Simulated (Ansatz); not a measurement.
CH2I2, SMILES `ICI`, relaxed with RKS PBE0-D4/def2-TZVP in Ansatz 0.2.0 from a PBE-D4/def2-SVP geometry. The force threshold is 0.005 eV/Å; the program also tests the step.

Total charge 0; spin multiplicity 1. I takes the def2 core potential.

Start:

```xyz
5

I    -2.023   -0.298   -0.234
C     0.064    0.075    0.184
I     1.453   -0.369   -1.410
H     0.342   -0.555    1.045
H     0.164    1.148    0.415
```

```csv
step,energy (eV),largest force (eV/Å),largest move (Å)
1,-17271.4383,0.589,0.000
2,-17271.4620,0.335,0.082
3,-17271.4651,0.562,0.032
4,-17271.4749,0.040,0.018
5,-17271.4751,0.008,0.003
6,-17271.4751,0.000,0.001
```

End:

```xyz
5

I    -1.980   -0.297   -0.242
C     0.065    0.076    0.186
I     1.414   -0.366   -1.391
H     0.339   -0.543    1.033
H     0.163    1.131    0.414
```

Run time 33 s (2 threads of a server CPU on a shared host); peak host memory 0.36 GiB.
